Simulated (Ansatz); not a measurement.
Ga13Sb14H34⁺, a nanocrystal cut from wurtzite GaSb (hydrogen-capped), relaxed as a singlet with RKS PBE-D4/def2-SVP in Ansatz, starting from a model built from a lattice or polyhedron. Force threshold 0.03 eV/Å.

In the def2 sets Sb takes a core potential; there is no spin–orbit coupling. Single mean-field runs in def2-SVP are fitted with def2-universal-jkfit.

Start:

Cartesian coordinates in Å:
```
Sb -2.882 3.723 1.267
Ga -2.703 3.116 -1.300
Sb -4.552 1.360 -1.940
Sb -4.418 -0.217 2.065
Ga -4.232 -0.814 -0.485
Sb 1.365 4.477 1.436
Ga -0.650 3.113 2.498
Ga 1.560 3.851 -1.143
Sb -0.344 2.131 -1.780
Ga -0.102 1.504 -4.341
Sb -0.149 0.547 2.238
Ga -2.139 -0.845 3.298
Ga 0.015 -0.055 -0.337
Sb -1.835 -1.820 -0.964
Sb 0.360 -1.064 -4.604
Ga -1.630 -2.440 -3.526
Sb -1.699 -3.439 3.039
Ga -1.519 -4.038 0.485
Sb 3.958 2.864 -1.628
Sb 4.066 1.282 2.398
Ga 2.076 -0.100 3.482
Ga 4.256 0.658 -0.159
Sb 2.417 -1.106 -0.780
Ga 2.622 -1.718 -3.362
Sb 2.526 -2.701 3.201
Ga 2.749 -3.275 0.659
Sb 0.878 -5.048 -0.016
H -3.192 5.448 1.452
H -4.174 2.842 1.977
H -2.875 4.401 -2.144
H -6.087 2.037 -1.622
H -4.418 0.971 -3.570
H -4.727 1.474 2.266
H -5.717 -1.095 2.754
H -5.303 -1.858 -0.880
H 1.059 6.178 1.622
H 2.848 4.077 2.243
H -0.753 3.462 3.981
H 1.369 5.151 -1.965
H -1.405 1.887 -5.069
H 1.082 2.338 -4.930
H -2.275 -0.520 4.823
H 0.478 -1.478 -6.258
H -2.951 -2.076 -4.261
H -1.368 -3.954 -3.684
H -3.023 -4.308 3.748
H -0.248 -3.812 3.853
H -2.570 -5.051 0.103
H 5.164 4.006 -1.192
H 4.084 2.459 -3.263
H 3.779 2.963 2.584
H 5.524 0.855 3.174
H 1.938 0.253 4.993
H 5.666 0.053 -0.439
H 3.771 -0.914 -4.004
H 2.899 -3.238 -3.521
H 1.228 -3.574 3.898
H 4.004 -3.093 4.001
H 4.107 -3.899 0.370
H 0.997 -5.459 -1.690
H 1.098 -6.473 0.953
```

**Question.** Estimate the energy that the relaxation releases and the steps that it takes.

**Answer.** 268.5 kJ/mol, in 7 steps; 44 s on 10 threads of AMD EPYC 7R13 on a shared host and a whole NVIDIA H100 80GB HBM3. No frequencies were taken in this run, so the end may be a saddle point.

**Question.** Does the start keep its bonding and symmetry?

**Answer.** By distances, no bond broke or formed. The bond that changes most is Sb14–Ga16, from 2.64 to 2.76 Å (atoms count from 1). Point group Cs at the start, C3v at the end, both within 0.05 Å.

**Question.** Predict the relaxed structure.

**Answer.** 
Cartesian coordinates in Å:
```
Sb -2.718 3.771 1.213
Ga -2.583 3.256 -1.459
Sb -4.404 1.329 -1.842
Sb -4.326 -0.373 2.061
Ga -4.243 -1.029 -0.581
Sb 1.190 4.451 1.360
Ga -0.651 3.131 2.815
Ga 1.429 3.955 -1.308
Sb -0.285 2.035 -1.866
Ga -0.089 1.565 -4.578
Sb -0.186 0.555 2.356
Ga -2.148 -0.731 3.603
Ga 0.019 -0.055 -0.247
Sb -1.784 -1.829 -1.077
Sb 0.358 -1.062 -4.533
Ga -1.703 -2.554 -3.737
Sb -1.830 -3.322 2.945
Ga -1.681 -4.055 0.325
Sb 3.817 2.762 -1.533
Sb 4.032 1.083 2.377
Ga 1.997 -0.008 3.761
Ga 4.371 0.472 -0.256
Sb 2.370 -1.106 -0.919
Ga 2.733 -1.789 -3.568
Sb 2.619 -2.547 3.115
Ga 2.922 -3.253 0.501
Sb 0.849 -4.881 0.024
H -2.983 5.451 1.428
H -4.169 3.253 1.966
H -2.932 4.596 -2.210
H -6.003 1.949 -1.849
H -4.286 0.943 -3.504
H -4.984 1.176 2.393
H -5.583 -1.273 2.802
H -5.472 -1.972 -0.867
H 0.855 6.119 1.574
H 2.672 4.445 2.223
H -0.792 3.623 4.303
H 1.359 5.344 -2.049
H -1.549 1.916 -5.071
H 1.212 2.385 -4.948
H -2.374 -0.464 5.137
H 0.489 -1.454 -6.203
H -3.084 -1.993 -4.264
H -1.329 -4.087 -3.639
H -3.146 -4.155 3.663
H -0.612 -3.996 3.947
H -2.740 -5.201 0.101
H 5.107 3.887 -1.426
H 3.962 2.381 -3.194
H 4.103 2.759 2.737
H 5.462 0.651 3.219
H 2.007 0.302 5.303
H 5.864 0.004 -0.438
H 3.883 -0.793 -4.000
H 2.887 -3.360 -3.474
H 1.622 -3.602 4.029
H 4.078 -2.902 3.943
H 4.318 -3.970 0.371
H 0.983 -5.285 -1.633
H 1.097 -6.447 0.677
```
Bond lengths (bridged metal pairs left out): 37 × Ga–Sb 2.63 to 2.76 Å; 19 × H–Sb 1.71 to 1.72 Å; 15 × Ga–H 1.57 to 1.58 Å.
